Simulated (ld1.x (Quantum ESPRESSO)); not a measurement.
**What one change does to a pseudopotential (Se, TM)**

| Property | Result |
| --- | --- |
| Element | Se |
| Generator | ld1.x (Quantum ESPRESSO) 7.5 |
| Type | norm-conserving Troullier–Martins (Kleinman–Bylander form) |
| Functional | LDA (PZ) |
| Relativity | scalar-relativistic |
| Frozen core | [Ar] 3d10 |
| Valence charge | 6 |
| Reference configuration | 4s2 4p4 |
| Partial waves | 4p (bound): rc 1.50 bohr; 4d channel at -0.15 Ry: rc 1.25 bohr; 4s (bound): rc 1.45 bohr |
| Local potential | the s channel |
| Core correction | a·sin(br)/r model core inside 0.65 bohr |

Change: wave 4p (bound): rc 1.50 bohr becomes 4p (bound): rc 1.12 bohr.

Cutoffs: the cutoffs (Ry, on a coarse ladder) from which the occupation-weighted sum of valence levels, in a spherical-Bessel basis at the reference potential, stays within 10 and 1 mRy of its value at 400 Ry; they do not see the model core or the augmentation charge, which bear on the density cutoff. Errors are all-electron minus pseudo energies relative to the spin-unpolarised reference configuration.

What does the change do?

The potential gets harder (45 Ry and 80 Ry → 200 Ry and 300 Ry); both files keep a bound ghost (d, p); of the 9 tests that both files solve, the error grows in 8 and shrinks in 0 by more than 15 % and 0.3 meV (median size 3.6 → 10.3 meV). A smaller radius makes the pseudo-wave follow the all-electron one further in, where it bends more sharply, so more plane waves are needed. That the errors move this way runs against the usual rule that smaller radii transfer better.

```tsv
quantity	base	changed
cutoff, loose	45 Ry	200 Ry
cutoff, tight	80 Ry	300 Ry
loose cutoff by channel (10 mRy a level)	p 15 Ry, s 21 Ry	p 160 Ry, s 21 Ry
bound ghosts	p, d	d, p
error for 4s2 4p3, meV [ΔE 11.01 eV]	-3.6	-10
error for 4s2 4p2, meV [ΔE 31.57 eV]	-19	-50
error for 4s2 4p1, meV [ΔE 62.72 eV]	-57	-127
error for 4s2 4p3.5, meV [ΔE 4.39 eV]	-1.0	-2.3
error for 4s1 4p5, meV [ΔE 10.94 eV]	-6.2	-7.4
error for 4s2 4p4.3, meV [ΔE -1.64 eV]	+0.2	-0.3
error for 4s1 4p4, meV [ΔE 22.59 eV]	-16	-27
error for 4s2 4p4 (spin-polarised), meV [ΔE -0.59 eV]	+1.0	-3.8
error for 4s2 4p3 (spin-polarised), meV [ΔE 9.37 eV]	-1.6	-17
```

 A true bound ghost makes a file unfit for plane-wave use even where its test errors are small: the radial tests pick states by their node count and pass the ghost by.
